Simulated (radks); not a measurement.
Values are calculated unless marked as measured or tabulated.
Species: Re II. Configuration: [Xe] 4f14 5d4 6s1 6p1 (not the ground configuration).

Code: a radial shooting solver on a logarithmic mesh with Libxc functionals. Model: Dirac Kohn-Sham, exchange-only B88, spin-unpolarised, spherical densities, finite nucleus; open shells fill j = l - 1/2 first; Fermi nuclear charge, rms radius 5.3698 fm.

Energy parts (eV):
| part | energy |
|---|---|
| total | -454741.74 |
| kinetic | 514119.46 |
| electron-nucleus | -1136793.62 |
| Hartree | 176896.85 |
| exchange | -8964.43 |

Orbitals (lengths in bohr, moments of r in powers of bohr):
\begin{tabular}{lrrrrr}
orbital & occ. & eigenvalue (eV) & <r^4> & <1/r> & small-component weight \\ \hline
1s1/2 & 2 & -71549.53 & 5.461e-07 & 88.71 & 8.02e-02 \\
2s1/2 & 2 & -12405.82 & 0.00008126 & 21.63 & 1.82e-02 \\
2p1/2 & 2 & -11874.28 & 0.00004879 & 21.60 & 1.83e-02 \\
2p3/2 & 4 & -10434.23 & 0.00007193 & 18.04 & 1.65e-02 \\
3s1/2 & 2 & -2879.557 & 0.002993 & 7.942 & 6.01e-03 \\
3p1/2 & 2 & -2641.597 & 0.002634 & 7.859 & 5.96e-03 \\
3p3/2 & 4 & -2328.889 & 0.003510 & 6.936 & 5.43e-03 \\
3d3/2 & 4 & -1928.048 & 0.002372 & 6.831 & 5.32e-03 \\
3d5/2 & 6 & -1860.159 & 0.002588 & 6.615 & 5.17e-03 \\
4s1/2 & 2 & -608.6479 & 0.06982 & 3.342 & 1.99e-03 \\
4p1/2 & 2 & -509.2665 & 0.07592 & 3.233 & 1.90e-03 \\
4p3/2 & 4 & -436.2730 & 0.1012 & 2.911 & 1.70e-03 \\
4d3/2 & 4 & -272.8536 & 0.1283 & 2.699 & 1.50e-03 \\
4d5/2 & 6 & -259.3686 & 0.1404 & 2.622 & 1.45e-03 \\
4f5/2 & 6 & -53.6844 & 0.3872 & 2.180 & 1.05e-03 \\
4f7/2 & 8 & -51.1721 & 0.4148 & 2.148 & 1.03e-03 \\
5s1/2 & 2 & -95.1946 & 2.126 & 1.308 & 4.58e-04 \\
5p1/2 & 2 & -65.0658 & 3.226 & 1.180 & 3.81e-04 \\
5p3/2 & 4 & -53.9883 & 4.563 & 1.066 & 3.25e-04 \\
5d3/2 & 4 & -15.1990 & 24.66 & 0.7434 & 1.62e-04 \\
5d5/2 & 0 & -14.2077 & 28.58 & 0.7167 & 1.52e-04 \\
6s1/2 & 1 & -13.4944 & 118.7 & 0.4550 & 6.59e-05 \\
6p1/2 & 1 & -8.1290 & 300.5 & 0.3624 & 4.15e-05 \\
6p3/2 & 0 & -7.1744 & 422.9 & 0.3302 & 3.51e-05 \\
\end{tabular}

The highest occupied level is 6p1/2 at -8.129 eV. The configuration is held as typed, so some empty levels lie below it. Summed over all electrons, <r^2> = 60.94 bohr^2, which gives a Langevin (diamagnetic) susceptibility term of -48.3 x 10^-6 cm^3/mol. The electron density at the nucleus is 1.547e+06 e/bohr^3. The density falls to 0.001 e/bohr^3 at r = 4.59 bohr.
